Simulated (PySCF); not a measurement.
**Electronic structure of Cr⁺ (chromium, charge +1) at the UHF level**

Configuration: [Ar] 3d5, high-spin 6S determinant. Calculation: PySCF 2.14, in Sapporo-DKH3-DZP-2012 (6s5p3d1f, 43 functions); scalar relativity by spin-free X2C-1e.

- Total energy: -1049.410883 hartree
- One-electron energy: -1441.3538 hartree
- Hartree (Coulomb) energy: 440.0307 hartree
- Exchange energy: -48.0878 hartree
- ⟨S²⟩: 8.7501
- ⟨L²⟩: 0.000
- Sum of ⟨r⟩: 16.59 bohr
- Sum of ⟨r²⟩: 21.06 bohr²
- Langevin diamagnetic susceptibility: -16.7 ×10⁻⁶ cm³/mol
- Time after the integrals: 0.1 s of wall time on 1 thread of Intel(R) Xeon(R) 6975P-C (shared host)

```csv
shell,electrons,mean orbital energy (hartree),"rms radius, mean of both spins (bohr)"
1s β,1,-222.29400,0.0734
1s α,1,-222.29240,0.0734
2s α,1,-26.86759,0.317
2s β,1,-26.76968,0.317
2p α,3,-22.51122,0.287
2p β,3,-22.41436,0.287
3s α,1,-3.78209,0.974
3s β,1,-3.43684,0.974
3p α,3,-2.54926,1.06
3p β,3,-2.12355,1.06
3d α,5,-0.64613,1.53
```

Densities and radii are taken from the X2C orbitals without a picture-change correction, which distorts them close to the nucleus.
